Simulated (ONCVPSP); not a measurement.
Pt: excitation energies, all-electron against ONCV

```
Element                 : platinum
Generator               : ONCVPSP 4.0.1
Type                    : optimised norm-conserving Vanderbilt (ONCV)
Functional              : Wu-Cohen
Relativity              : scalar-relativistic
Frozen core             : [Kr] 4d10 4f14
Valence charge          : 18
Reference configuration : 5s2 5p6 5d9 6p1
Partial waves           : 5s: rc 1.15 bohr, ncon 4, nbas 8, qcut 4.4 1/bohr, 2 projectors, debl 1 Ha; 5p+6p: rc 1.60 bohr, ncon 4, nbas 7, qcut 7.5 1/bohr, 2 projectors; 5d: rc 1.85 bohr, ncon 4, nbas 9, qcut 6.8 1/bohr, 2 projectors, debl 2.2 Ha
Local potential         : polynomial inside 0.80 bohr (lpopt 5, dvloc0 -1 Ha)
Core correction         : none
```

In the s channel the program set the typed energies aside and used -3.820, 0.250 Ha.

Energies are relative to the spin-unpolarised reference configuration 5s2 5p6 5d9 6p1; without spin polarisation the order of configurations can differ from experiment.

```tsv
valence configuration	charge	ΔE all-electron (eV)	error AE − PS (meV)
5s2 5p6 5d9 6s1 6p0	0	-5.185	+1.1
5s2 5p6 5d9 6p0	+1	4.047	-1.9
5s2 5p6 5d8 6p0	+2	24.049	-4.6
```

Task: What are ΔE and the potential's error for 5s2 5p6 5d9.5 6s0.5 6p0?

Result: ΔE = -5.299 eV all-electron; the error (AE − PS) is -0.4 meV.

Note: ghosts flagged at negative energy: s at -136.0 eV; GHOST(+) flagged for p at 98.6 eV. A true bound ghost makes a file unfit for plane-wave use.
